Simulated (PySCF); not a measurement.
**Excitation energy of S²⁺ by level of theory**

S²⁺ [Ne] 3s2 3p2 (3P) → S²⁺ [Ne] 3s1 3p2 4s1 (5P), as a difference of total energies. Calculation: PySCF 2.14, in aug-cc-pV(T+d)Z with one added diffuse shell each of s, p, d, f type (7s6p5d3f, 71 functions); no relativity, point nucleus. Correlated levels: valence: [Ne] frozen. The calculations carry no spin-orbit coupling.

```csv
method,excitation energy (cm⁻¹)
UHF,199050
LDA,212150
PBE,211640
PBE0,211370
r2SCAN,209140
BLYP,214890
HSE06,211240
wB97M-V,212090
MP2 (valence),209450
SCS-MP2 (valence),213310
```

A first-order spin-orbit estimate (lowest level to lowest level, LS coupling) adds 0.008 eV.

The promoted electron is Rydberg-like, and one or two diffuse shells describe it only roughly, which tends to raise the upper state.
